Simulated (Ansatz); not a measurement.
Relaxation of Cl3FGeH3N (9 atoms, charge 0, multiplicity 1), to a largest force component of 0.03 eV/Å in at most 50 steps.

Method: RKS PBE0-D4/def2-SVP (Ansatz 0.2.0).

```xyz
9
Properties=species:S:1:pos:R:3
Ge 0.152 0.024 -0.090
F 0.271 -0.095 1.604
Cl 2.174 0.059 -0.748
Cl -0.736 1.851 -0.712
Cl -0.753 -1.698 -0.942
N -2.612 -0.050 1.353
H -2.686 -0.698 0.578
H -2.522 0.901 1.016
H -1.812 -0.294 1.958
```

Task: Where does it end, and by what steps?

Result: The run converged. After 6 steps the energy has fallen by 0.083 eV; N6 moved furthest, 0.26 Å.

| step | energy less start (eV) | largest force component (eV/Å) | accepted |
| --- | --- | --- | --- |
| 0 | 0.0000 | 0.792 | yes |
| 1 | -0.0615 | 0.360 | yes |
| 2 | -0.0654 | 0.314 | yes |
| 3 | -0.0757 | 0.221 | yes |
| 4 | -0.0790 | 0.144 | yes |
| 5 | -0.0820 | 0.075 | yes |
| 6 | -0.0828 | 0.029 | yes |

```xyz
9
Properties=species:S:1:pos:R:3
Ge 0.351 0.029 -0.213
F 0.338 -0.124 1.501
Cl 2.379 0.047 -0.812
Cl -0.587 1.852 -0.743
Cl -0.650 -1.636 -1.055
N -2.825 -0.056 1.499
H -2.827 -0.765 0.769
H -2.732 0.844 1.033
H -1.972 -0.192 2.038
```

Whether the end is a true minimum wasn't checked by a vibrational analysis.

Run time: 20 s on 4 threads of Arm Neoverse V2, on a shared host, peak memory 0.38 GiB.
